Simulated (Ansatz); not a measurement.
Basis sets compared for `FC(F)(F)c1cnc(-c2cnc(-c3cnc(-c4cnc(C(F)(F)F)s4)s3)s2)s1`. The state is a singlet with charge 0. Geometry r2SCAN-D4/def2-SVP. Ansatz on 2 threads of AMD EPYC 7R13 on a shared host and a share (18 GiB) of an NVIDIA H100 80GB HBM3; times are rough, and most runs start from earlier orbitals.

```xyz
32

F     1.2707    5.7487    6.3930
C     0.0311    5.6091    5.8926
F    -0.7947    5.3255    6.9102
F    -0.3224    6.8063    5.3944
C    -0.0344    4.5349    4.8594
C    -0.8000    3.3901    4.8827
N    -0.6707    2.5722    3.8078
C     0.1877    3.0584    2.9391
C     0.5366    2.4181    1.6989
C     1.4188    2.8141    0.6998
N     1.5328    1.9892   -0.3602
C     0.7540    0.9314   -0.2255
C     0.6815   -0.1118   -1.2149
C     1.3902   -0.1638   -2.4128
N     1.1653   -1.2417   -3.1904
C     0.2881   -2.0580   -2.6461
C    -0.1368   -3.2890   -3.2664
C     0.2940   -3.7848   -4.4919
N    -0.2496   -4.9682   -4.8702
C    -1.0866   -5.4046   -3.9743
C    -1.8617   -6.6915   -4.0912
F    -1.5652   -7.3269   -5.2172
F    -1.5932   -7.5056   -3.0554
F    -3.1852   -6.4554   -4.0679
S    -1.2841   -4.3881   -2.5685
S    -0.3237   -1.5215   -1.0864
S    -0.1874    0.9027    1.2549
S     0.9052    4.5961    3.4100
H    -1.4776    3.1293    5.6985
H     2.0043    3.7377    0.7356
H     2.0924    0.6157   -2.7153
H     1.0202   -3.2686   -5.1222
```

Single mean-field runs in def2-SVP, def2-TZVP are fitted with def2-universal-jkfit.

Binding counts from free atoms (F doublet, C triplet, N quartet, S triplet, H doublet) in the same basis, without a counterpoise term.

| level | functions | energy (Eh) | HOMO (eV) | LUMO (eV) | binding per atom (eV) | wall time |
| --- | --- | --- | --- | --- | --- | --- |
| PBE-D4/def2-SVP | 428 | -2943.2094 | -5.70 | -3.71 | 5.43 | 7 s |
| PBE0-D4/def2-SVP | 428 | -2943.3241 | -6.61 | -3.22 | 5.20 | 9.5 s |

(1) Estimate the rows for PBE-D4/def2-TZVP, PBE0-D4/def2-TZVP (with forces).

Results:

(1) 
| level | functions | energy (Eh) | HOMO (eV) | LUMO (eV) | binding per atom (eV) | wall time |
| --- | --- | --- | --- | --- | --- | --- |
| PBE-D4/def2-TZVP | 916 | -2945.3079 | -5.75 | -3.82 | 5.33 | 14 s |
| PBE0-D4/def2-TZVP (with forces) | 916 | -2945.4175 | -6.56 | -3.25 | 5.11 | 15 s |
